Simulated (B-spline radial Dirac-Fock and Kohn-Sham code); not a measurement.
## What relativity does to the binding energies of Br³⁰⁺

System: the Br³⁰⁺ ion, configuration [He] 2s2 2p1.

Both columns are ΔSCF binding energies of the configuration average from a B-spline atomic structure program: non-relativistic Hartree-Fock with a point nucleus, and Dirac-Fock with a finite nucleus and the Coulomb interaction alone, averaged over the two j levels with weights 2j+1.

```tsv
shell	Hartree-Fock (eV)	Dirac-Fock (eV)	shift (eV)	shift (%)
1s	15499.3	15751.3	+252.05	+1.63
2s	3524.9	3596.1	+71.17	+2.02
2p	3464.4	3492.0	+27.61	+0.80
```

Relativity binds 1s, 2s, 2p more strongly, among those listed most of all 2s in relative terms.

Values without a named source are computed, but for edge energies of neutral atoms, which are taken from tables.
